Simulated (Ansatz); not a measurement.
Ansatz results at the PBE0-D4/def2-TZVP geometry: HOMO energy (PBE0/def2-TZVPP) -6.71 eV; HOMO energy (B3LYP/def2-TZVPP) -6.45 eV; HOMO–LUMO gap (PBE0/def2-TZVPP) 5.97 eV.

Each molecule was computed in one conformer, which needn't be the lowest.

(1) Which molecule gave them?
A. `OC(=S)OC[SiH3]`
B. `O/C([SiH3])=C(\O)S`
C. `F[Si](F)(F)[AlH2]`
D. `[SiH3]/C=C/I`

Results:

(1) A. The others give `F[Si](F)(F)[AlH2]`: -8.55, -8.36, 5.87; `[SiH3]/C=C/I`: -7.19, -6.96, 6.27; `O/C([SiH3])=C(\O)S`: -6.25, -6.04, 5.95.

B3LYP here is the variant with VWN-RPA as its local correlation; programs differ in this.
